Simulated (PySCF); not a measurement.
**Dipole moment and polarisability of InCl2H**

InCl2H.
Geometry (PBE0-D3(BJ)/def2-SVP, Å), atoms numbered from 1 in this order:
```
atom  x, y, z in Å
In1   -0.1239   -0.1978   -0.0001
Cl2    2.2133   -0.1168    0.0140
Cl3   -1.0495    1.9479   -0.0121
H4    -1.0399   -1.6333   -0.0017
```

Level: wB97X-D/def2-SVPD (PySCF), static field, nuclei fixed, core orbitals frozen in the response. The polarisability tensor in these axes (au):

```
x   73.08 -4.61  0.17
y   -4.61 68.59 -0.09
z    0.17 -0.09 47.12
```

Problem. Give the principal values, the mean and the anisotropy Δα = √{½[(α1 − α2)² + (α2 − α3)² + (α1 − α3)²]}.

Solution. Principal values 47.11, 65.71 and 75.96 au; mean 62.93 au = 9.32 Å³ = 10.38 × 10⁻⁴⁰ C²·m²/J; Δα = 25.33 au (40 % of the mean).

Problem. What is the dipole moment, and where does it point?

Solution. (-1.52, -2.40, 0.00) D, 2.84 D in size, pointing from the negative to the positive side. Measured along this direction, the outermost atoms are Cl3 and Cl2 at the negative end and H4 at the positive end.

Problem. Sum over states: ᾱ = Σ f/ω², ω in Eh. What share falls to these 10 lowest TDDFT singlets (eV, f)? 5.86, 0.0040; 5.88, 0.0218; 5.92, 0.0000; 5.98, 0.0000; 6.03, 0.0691; 6.30, 0.0250; 6.37, 0.0407; 6.67, 0.0123; 7.09, 0.0015; 7.09, 0.0142.

Solution. They add up to 3.61 au, 5.7 % of the 62.93 au; the largest single term is 1.41 au, from the state at 6.03 eV. Terms in order: 0.09, 0.47, 0.00, 0.00, 1.41, 0.47, 0.74, 0.20, 0.02, 0.21 au. Higher excitations give the rest. The strengths listed sum to 0.189.

Problem. In a dilute gas of rigid molecules at 350 K, how does the orientational term μ²/3kT compare with the electronic polarisability?

Solution. In Gaussian units μ²/3kT = 55.82 Å³ against 9.32 Å³, a ratio of 5.99; the Debye molar polarisation (4π/3)N_A(α + μ²/3kT) is 164.3 cm³/mol, leaving out the vibrational part.

Problem. Refractivity n − 1 of an ideal gas of it at 273.15 K and 1 atm, from the electronic α?

Solution. N = p/kT = 2.6868 × 10¹⁹ cm⁻³, so n − 1 = 2π × N × 9.32 × 10⁻²⁴ cm³ = 1574 × 10⁻⁶ at long wavelengths.

Isolated species at its PBE0-D3(BJ)/def2-SVP geometry, gas phase. Atoms past krypton carry effective core potentials; spin–orbit coupling is left out.

Note: wB97X-D ran without an empirical dispersion term, which enters the total energy and its gradient alone.
